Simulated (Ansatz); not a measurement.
C4H9O3Si, doublet, geometry from GFN2-xTB. Base run: R2SCAN/def2-SV(P) (Ansatz, a quantum-chemistry and plane-wave program).

The Ansatz input:
Ansatz 0.2 input:
```yaml
crystal:
  periodic: [false, false, false]
  atoms:
    - {symbol: C, position_ang: [-1.16378327, 2.32077789, -0.05444850]}
    - {symbol: C, position_ang: [-0.20918460, 1.61039233, 0.46448743]}
    - {symbol: Si, position_ang: [0.17195920, -0.25332511, -0.23780180]}
    - {symbol: O, position_ang: [0.23081552, -0.04888493, -1.75200223]}
    - {symbol: O, position_ang: [-1.03336833, -0.98953057, 0.58055555]}
    - {symbol: C, position_ang: [-2.35345598, -0.98209564, 0.15310211]}
    - {symbol: O, position_ang: [1.42126644, -0.66730468, 0.71372810]}
    - {symbol: C, position_ang: [2.75347124, -0.53276168, 0.33469852]}
    - {symbol: H, position_ang: [-1.42283444, 3.29964269, 0.33355655]}
    - {symbol: H, position_ang: [-1.73379526, 1.99095718, -0.90701580]}
    - {symbol: H, position_ang: [0.43190449, 1.84288055, 1.29258962]}
    - {symbol: H, position_ang: [-2.42452562, -1.17284166, -0.91923206]}
    - {symbol: H, position_ang: [-2.88925905, -1.75808322, 0.70236234]}
    - {symbol: H, position_ang: [-2.81735583, -0.01255099, 0.36673452]}
    - {symbol: H, position_ang: [3.33276586, -1.29381403, 0.86055344]}
    - {symbol: H, position_ang: [3.12893806, 0.45592086, 0.61599108]}
    - {symbol: H, position_ang: [2.87473949, -0.65767598, -0.74160333]}
basis:
  gaussian:
    orbitals: def2-SV_P_.json
hamiltonian:
  xc: r2scan
magnetization: {spin_polarized: true, initial_magnetization: 1}
```
The basis file holds def2-SV(P) in the JSON format of the Basis Set Exchange.

Variants of this job, named by their change:

```json
[
 {"change": "base", "ΔE vs base (kcal/mol)": "0.000"},
 {"change": "forces = on", "ΔE vs base (kcal/mol)": "0.000"},
 {"change": "point_charge = charge:0.5 position_ang:-2.8039, -5.6286, 2.4102", "ΔE vs base (kcal/mol)": "-0.82"},
 {"change": "fitting.mean_field = def2-universal-JKFIT", "ΔE vs base (kcal/mol)": "-0.090"},
 {"change": "lower_state_search = light", "ΔE vs base (kcal/mol)": "0.000"},
 {"change": "final_grid = 6, 12, 29", "ΔE vs base (kcal/mol)": "-0.224"},
 {"change": "final_grid = 4, 8, 17", "ΔE vs base (kcal/mol)": "-3.13"},
 {"change": "point_charge = charge:1.0 position_ang:-4.7248, -1.7428, 4.7231", "ΔE vs base (kcal/mol)": "-0.80"},
 {"change": "final_grid = 14, 28, 59", "ΔE vs base (kcal/mol)": "0.005"},
 {"change": "nuclear_model = gaussian", "ΔE vs base (kcal/mol)": "0.132"},
 {"change": "lower_state_search = full", "ΔE vs base (kcal/mol)": "0.000"}
]
```
